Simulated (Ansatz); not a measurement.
F2H4O2Si2, SMILES `O[Si@H](F)[Si@H](O)F`. The species carries charge 0 and has multiplicity 1.

Cartesian coordinates in Å:
```
O -0.754 -0.707 1.774
Si 0.659 -0.374 1.013
F 1.482 0.740 1.817
Si 0.222 0.483 -1.148
O -1.389 0.442 -1.446
F 1.012 -0.432 -2.199
H -1.431 -0.029 1.797
H 1.434 -1.633 1.066
H 0.624 1.888 -1.381
H -1.861 -0.378 -1.294
```

Question: What are the harmonic wavenumbers in cm⁻¹ at PBE0-D4/def2-TZVP (Ansatz, finite differences of forces, unscaled)? (An estimate is asked.)

Answer: Ansatz gave: 22, 94, 138, 191, 203, 297, 328, 332, 387, 463, 754, 766, 792, 820, 826, 884, 890, 907, 934, 949, 2256, 2261, 3912, 3913.

Question: Is this a minimum?

Answer: Yes, all 24 modes are real.

Question: Give the ideal-gas thermochemistry at 298.15 K and 1 bar (rigid rotor, harmonic oscillator; point group C2, symmetry number 2).

Answer: Zero-point energy 139.5 kJ/mol; H(298) − E = 164.8 kJ/mol; entropy 385.9 J/(mol·K), of which translation 169.6, rotation 113.2, vibration 103.2; G(298) − E = 49.7 kJ/mol. Modes under 100 cm⁻¹ are hindered rotations or soft bends, so the harmonic entropy is rough.

Question: Rotational constants (cm⁻¹)?

Answer: 0.1139, 0.04705, 0.03954.
